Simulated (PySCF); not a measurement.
**Computed spin Hamiltonian**

C₅H₄F₃O₂ (doublet state).
Structure used (GFN2-xTB), in Å, numbered top down from 1:
```
atom  x, y, z in Å
O1    -1.2205    1.6962   -1.2448
C2    -0.8469    0.9395   -0.3901
C3     0.5586    0.9344    0.1777
C4     1.3245    0.0586   -0.7439
C5     1.5240   -0.8573    0.3987
O6     0.8028    0.0434    1.2507
C7    -1.7740   -0.2017    0.1107
F8    -1.2917   -1.4186   -0.1932
F9    -1.9536   -0.1648    1.4325
F10   -2.9763   -0.1108   -0.4559
H11    0.8897    1.9626    0.3628
H12    1.3368   -0.0531   -1.8060
H13    2.5610   -0.9769    0.7370
H14    1.0650   -1.8519    0.3418
```

The hyperfine couplings belong to this conformer and change with its torsions.

As a line formula: `FC(F)(C(=O)[C@@H]1[CH]CO1)F` [radical].

Level of theory: PySCF 2.14.0, UKS B3LYP, pcH-1 on C F H O, non-relativistic, mean-field spin-orbit, GIAO. One conformer (not necessarily the lowest) at the GFN2-xTB geometry, without solvent, vibrations or thermal averaging. A GFN2-xTB geometry isn't a minimum of the functional, and hyperfine couplings can be far from their values at a DFT geometry. Stability of the SCF solution: not tested.

```json
{
 "g1, g2, g3": "2.00232, 2.00315, 2.00332",
 "g_iso": "2.00293",
 "Form of g": "rhombic: the two nearest values differ by 17 % of g3 − g1",
 "⟨S²⟩": "0.7562 (exact 0.7500)",
 "HOMO–LUMO gap, α and β orbitals": "4.43, 4.74 eV"
}
```

Isotropic coupling and dipolar principal values T1 to T3, in G; ρ(0) is the spin density at the nucleus (MHz turned into gauss with g_iso; 10 G = 1 mT):

```
atom  isotope  a_iso     T1     T2    T3  Mulliken spin population  ρ(0) (bohr⁻³)
  O1      17O   -1.1   -7.5    2.6   4.9                      0.04         0.0050
  C2      13C   20.1   -2.7   -1.5   4.1                      0.03         0.0501
  C3      13C  -12.0   -0.9    0.3   0.6                     -0.07        -0.0298
  C4      13C   41.2  -27.7  -27.1  54.8                      0.95         0.1026
  C5      13C  -12.3   -1.0    0.1   0.9                     -0.08        -0.0308
  O6      17O    0.7   -1.0    0.1   0.9                      0.00        -0.0035
  C7      13C    1.2   -0.5   -0.2   0.6                      0.00         0.0030
  F8      19F    9.2   -5.6   -5.1  10.7                      0.00         0.0061
  F9      19F   -3.2   -2.2    0.8   1.4                      0.00        -0.0021
 F10      19F    1.1   -1.4   -0.7   2.1                      0.00         0.0007
 H11       1H   41.2   -1.5   -1.4   2.9                      0.05         0.0258
 H12       1H  -20.1  -13.0   -0.3  13.2                     -0.03        -0.0126
 H13       1H   41.5   -1.7   -1.4   3.2                      0.05         0.0261
 H14       1H   38.2   -1.5   -1.1   2.6                      0.05         0.0240
```

The Mulliken spin populations are largest on C4 (+0.95), C5 (-0.08) and C3 (-0.07). C4 is the only atom above +0.15. The angles at C4 add up to 355.3°, so it is nearly planar; its axial dipolar tensor and the negative coupling of its proton fit spin in a p orbital normal to that plane.

Under fast tumbling the dipolar parts average out, and these isotropic splittings remain: 1 × 1H (H13, I = 1/2, 2 lines) with 4.15 mT, 1 × 1H (H11, I = 1/2, 2 lines) with 4.12 mT, 1 × 1H (H14, I = 1/2, 2 lines) with 3.82 mT, 1 × 1H (H12, I = 1/2, 2 lines) with 2.01 mT and 3 × 19F (F8/F9/F10, I = 1/2, 4 lines) with 0.24 mT.

Nuclei that the bonding pattern makes equivalent are averaged, as if the motion that swaps them (rotation, inversion, ring flip) were fast. The three 19F nuclei of mean +6.6 MHz run from -9.0 to 25.8 MHz in the frozen geometry.

The 13C coupling of C4 (115.4 MHz) shows only in satellite lines or after enrichment, since that isotope makes up about 1.07 % of natural carbon.

The spin density at the nucleus, in bohr⁻³, is negative for C5 (-0.0308), C3 (-0.0298) and H12 (-0.0126), for instance. A restricted open-shell determinant has no negative spin density anywhere; here it arises because α and β orbitals differ (spin polarisation).
